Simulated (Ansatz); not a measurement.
`[SiH3][OH+][InH3-]` from Hartree–Fock to CCSD(T)

```xyz
10

Si   -0.2653    1.3446    0.9213
O     0.5294   -0.1020    0.6221
In    0.1458   -1.3966   -1.4051
H    -0.1110    2.1314   -0.3180
H     0.3901    2.0099    2.0750
H    -1.6930    1.0979    1.2332
H     0.6711   -0.6945    1.3644
H     1.5972   -0.9961   -2.2495
H    -1.3133   -0.5222   -1.7442
H     0.0491   -2.8723   -0.4994
```

The species carries charge 0 and has multiplicity 1. Correlated methods include outer-core shells of In, which these sets cover unevenly. In: def2 effective core potential. All single points use the PBE0-D4/def2-TZVP geometry. Frozen core, restricted reference, Ansatz.

| basis | HF (Eh) | MP2 corr. | CCSD corr. | (T) | CCSD(T) total |
| --- | --- | --- | --- | --- | --- |
| def2-SVP | ? | -0.40245 | ? | -0.00944 | ? |
| def2-TZVPP | -557.13693 | -0.68757 | -0.72401 | ? | ? |
| def2-QZVPP | ? | -0.90611 | – | – | – |

Fill in the withheld values. (Best estimate.)

Ansatz gave: def2-SVP HF (Eh): -556.92546; def2-SVP CCSD corr.: -0.45275; def2-SVP CCSD(T) total: -557.38765; def2-TZVPP (T): -0.02039; def2-TZVPP CCSD(T) total: -557.88133; def2-QZVPP HF (Eh): -557.15190.
